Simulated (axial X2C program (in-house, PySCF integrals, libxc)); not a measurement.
Ionising IrB

All values come from calculations with an in-house all-electron X2C program for linear molecules (integrals from PySCF), spin-free (one-electron X2C) or two-component (2c: spin–orbit coupling with atomic mean-field Coulomb and Gaunt terms, which also bring small scalar terms), in Dyall basis sets with cores contracted in-house; open shells are unrestricted.

Basis sets: B dyall-v3z, Ir dyall-cv3z. Frozen shells (counts by l): IrB Ir 5s4p2d1f, B 1s, 12 electrons correlated; IrB⁺ Ir 5s4p2d1f, B 1s, 11 electrons correlated. Coupled cluster in natural virtuals with an MP2 remainder. Where the outer core of a metal is frozen, bonds come out longer and ionisation energies lower.

```json
{"Hamiltonian": "spin-free", "level": "HF", "IrB state": "M_S = 1, Λ = 2", "Re (Å)": "1.763", "ωe (cm⁻¹)": "894.1", "De (eV)": "2.07"}
{"Hamiltonian": "spin-free", "level": "PBE0", "IrB state": "M_S = 1, Λ = 2", "Re (Å)": "1.755", "ωe (cm⁻¹)": "948.3", "De (eV)": "5.37"}
{"Hamiltonian": "spin-free", "level": "CCSD", "IrB state": "M_S = 1, Λ = 2", "Re (Å)": "1.756", "ωe (cm⁻¹)": "947.2", "De (eV)": "4.62"}
```

Adiabatic ionisation energy (minimum to minimum, no zero-point term) and constants of IrB⁺:

```
Hamiltonian  level        IrB⁺ state  IE (eV)  Re (Å)  ωe (cm⁻¹)  De (eV)  fragments
  spin-free     HF  M_S = 3/2, Λ = 2     6.86   1.927      643.7     2.24    Ir+ + B
  spin-free   PBE0  M_S = 3/2, Λ = 2     8.95   1.835      826.7     5.06    Ir + B+
  spin-free   CCSD  M_S = 3/2, Λ = 2     8.86   1.846      805.5     3.95    Ir + B+
```

Problem. Add the zero-point terms to the ionisation energy at CCSD, spin-free, and say whether the electron removed was bonding.

Solution. IE0 = IE + (ωe⁺ − ωe)/2 = 8.86 + (-0.009) = 8.85 eV. Re changes by 0.090 Å, so the bond lengthens, as on loss of a bonding electron.

Problem. Close the cycle De(IrB⁺) + IE(IrB) = De(IrB) + IE(B) to find the atomic ionisation energy at CCSD, spin-free.

Solution. IE(B) = 3.95 + 8.86 − 4.62 = 8.19 eV, for the determinants used.

Each entry is the lowest single determinant of a limited PBE0 search at one distance. De goes to single-determinant-based atoms at the same level (for ions the charge split of lowest energy) and is withheld (n/a) where an atom does not fit its ground term or J level. Main or longest-lived isotopes. One determinant is a doubtful description, or other states lie close, for IrB, IrB⁺; these need not be ground states, and all values refer to the states named. The functionals have no current term, which raises determinants with orbital currents.
